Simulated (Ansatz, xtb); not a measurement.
# Relative energy of two isomers of C2H6OSSi

Structure X: `[SiH3][C@@]1(S)CO1`, a singlet. Structure Y: `[SiH3][C@@H]1O[C@H]1S`, a singlet. Both are isolated molecules in the gas phase, relaxed with B3LYP-D3(BJ)/def2-SVP; the shapes shown needn't be the lowest conformers.

X (Å):

```xyz
11

C     0.0993    0.4912    1.4908
C    -0.9973    0.9934    0.6398
O    -0.5344   -0.3486    0.5206
S    -0.1700    0.0941    3.2416
Si    1.9115    0.8908    1.0686
H     2.7264   -0.3458    1.2039
H     2.4369    1.9436    1.9824
H     1.9368    1.3749   -0.3389
H    -1.4691   -0.2650    3.1093
H    -0.7889    1.6501   -0.2161
H    -1.9917    1.1167    1.0888
```

Y (Å):

```xyz
11

C     0.2528    0.8702    0.8487
C    -0.5574    1.1232    2.0575
O     0.3480    2.0998    1.6208
S    -2.3261    1.4768    2.0450
Si    1.8032   -0.2129    0.8793
H     2.2171   -0.3938    2.2985
H     1.5054   -1.5382    0.2628
H     2.8957    0.4514    0.1148
H    -0.2742    0.9946   -0.1099
H    -0.3015    0.6159    2.9991
H    -2.3361    2.0637    0.8259
```

Problem. Estimate E(Y) − E(X) at the level CCSD(T)/def2-SVP + ΔMP2/def2-TZVPP.

Solution. Too close to call at this level: CCSD(T)/def2-SVP + ΔMP2/def2-TZVPP gives E(Y) − E(X) = +0.43 kJ/mol.

How the difference moves with the method:

```json
{"level": "GFN2-xTB", "geometry": "GFN2-xTB", "E(Y) − E(X) (kJ/mol)": "−0.23", "departure from the last row (kJ/mol)": "−0.66", "job, with rough time for the two": "optimisation, 1.1 s"}
{"level": "HF/STO-3G", "geometry": "GFN2-xTB", "E(Y) − E(X) (kJ/mol)": "−9.22", "departure from the last row (kJ/mol)": "−9.65", "job, with rough time for the two": "single point, 2.4 s"}
{"level": "r2SCAN-D4/def2-SVP", "geometry": "GFN2-xTB", "E(Y) − E(X) (kJ/mol)": "−1.70", "departure from the last row (kJ/mol)": "−2.13", "job, with rough time for the two": "single point, 14 s"}
{"level": "B3LYP-D3(BJ)/def2-SVP", "geometry": "B3LYP-D3(BJ)/def2-SVP", "E(Y) − E(X) (kJ/mol)": "+0.31", "departure from the last row (kJ/mol)": "−0.12", "job, with rough time for the two": "optimisation, 3.5 min"}
{"level": "HF/def2-SVP", "geometry": "B3LYP-D3(BJ)/def2-SVP", "E(Y) − E(X) (kJ/mol)": "−2.53", "departure from the last row (kJ/mol)": "−2.95", "job, with rough time for the two": "part of the CCSD(T) run"}
{"level": "MP2/def2-SVP", "geometry": "B3LYP-D3(BJ)/def2-SVP", "E(Y) − E(X) (kJ/mol)": "+1.94", "departure from the last row (kJ/mol)": "+1.52", "job, with rough time for the two": "part of the CCSD(T) run"}
{"level": "CCSD(T)/def2-SVP", "geometry": "B3LYP-D3(BJ)/def2-SVP", "E(Y) − E(X) (kJ/mol)": "+0.95", "departure from the last row (kJ/mol)": "+0.52", "job, with rough time for the two": "single point"}
{"level": "CCSD(T)/def2-SVP + ΔMP2/def2-TZVPP", "geometry": "B3LYP-D3(BJ)/def2-SVP", "E(Y) − E(X) (kJ/mol)": "+0.43", "departure from the last row (kJ/mol)": "", "job, with rough time for the two": "single point, 73 s"}
```

As drawn, both hold the same kinds of bond in the same numbers.

The largest departure from CCSD(T)/def2-SVP + ΔMP2/def2-TZVPP is that of HF/STO-3G, 9.65 kJ/mol. The last row adds to CCSD(T) the change of the MP2 difference between the two basis sets, here −0.52 kJ/mol.

With harmonic frequencies from B3LYP-D3(BJ)/def2-SVP (ideal gas, rigid rotor, one conformer each, 298.15 K, 1 atm): on the last row, ΔE + ΔZPE = +1.41, ΔH = +0.95, ΔG = +2.18 kJ/mol.

The correlated steps freeze 13 core orbitals. Run with Ansatz 0.2.0, xtb 6.7.1; the last row on 2 threads of AMD EPYC (Zen 3) on a shared host.
